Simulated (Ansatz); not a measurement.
Total energies of `[F][Ge]([F])([F])[Br]`.

```xyz
5

F     1.5377   -0.2810   -0.7373
Ge    0.0449    0.0546    0.0056
F     0.3667    0.4368    1.6314
F    -0.5778    1.4574   -0.7273
Br   -1.3715   -1.6678   -0.1724
```

Total charge 0; spin multiplicity 1. Correlated methods include outer-core shells of Br, Ge, which these sets cover unevenly. Scalar relativity is left out up to krypton. The geometry is a stationary point of PBE0-D4/def2-TZVP. Basis def2-TZVPP, Ansatz.

RPA on PBE orbitals: Hartree–Fock energy of these orbitals -4946.31815 Eh, correlation -1.85243 Eh (frozen core).

| functional | energy without D4 (Eh) | D4 term (kJ/mol) |
| --- | --- | --- |
| HSE06 (plane-wave form) | -4950.13814 | -9.9 |
| PBE-QIDH | -4949.48087 | – |

Give the same for LDA (SPW92), PBE, revPBE, BLYP, r2SCAN, B97M-V, PBE0, B3LYP, r2SCANh, r2SCAN0, BHLYP, CAM-B3LYP, LC-ωPBE, ωB97X-V, ωB97M-V, B2PLYP. (An estimate is asked.)

Ansatz gave: 
```json
{"functional": "LDA (SPW92)", "energy without D4 (Eh)": "-4942.38510", "D4 term (kJ/mol)": "–"}
{"functional": "PBE", "energy without D4 (Eh)": "-4950.00616", "D4 term (kJ/mol)": "-12.4"}
{"functional": "revPBE", "energy without D4 (Eh)": "-4950.49566", "D4 term (kJ/mol)": "-32.5"}
{"functional": "BLYP", "energy without D4 (Eh)": "-4951.05018", "D4 term (kJ/mol)": "-26.9"}
{"functional": "r2SCAN", "energy without D4 (Eh)": "-4950.84817", "D4 term (kJ/mol)": "-2.7"}
{"functional": "B97M-V", "energy without D4 (Eh)": "-4950.03032", "D4 term (kJ/mol)": "–"}
{"functional": "PBE0", "energy without D4 (Eh)": "-4950.14430", "D4 term (kJ/mol)": "-10.5"}
{"functional": "B3LYP", "energy without D4 (Eh)": "-4951.05563", "D4 term (kJ/mol)": "-20.4"}
{"functional": "r2SCANh", "energy without D4 (Eh)": "-4950.82204", "D4 term (kJ/mol)": "-3.0"}
{"functional": "r2SCAN0", "energy without D4 (Eh)": "-4950.78498", "D4 term (kJ/mol)": "-3.3"}
{"functional": "BHLYP", "energy without D4 (Eh)": "-4950.85268", "D4 term (kJ/mol)": "-17.7"}
{"functional": "CAM-B3LYP", "energy without D4 (Eh)": "-4951.17192", "D4 term (kJ/mol)": "-10.9"}
{"functional": "LC-ωPBE", "energy without D4 (Eh)": "-4950.19757", "D4 term (kJ/mol)": "–"}
{"functional": "ωB97X-V", "energy without D4 (Eh)": "-4950.46173", "D4 term (kJ/mol)": "–"}
{"functional": "ωB97M-V", "energy without D4 (Eh)": "-4950.66644", "D4 term (kJ/mol)": "–"}
{"functional": "B2PLYP", "energy without D4 (Eh)": "-4950.08864", "D4 term (kJ/mol)": "–"}
```

B3LYP takes the VWN-RPA correlation (the form of Gaussian; ORCA's B3LYP/G). HSE06 is the plane-wave form, built on full-range PBE exchange. The double hybrids freeze the cores in their second-order part.

LC-ωPBE has ω = 0.4 bohr⁻¹.
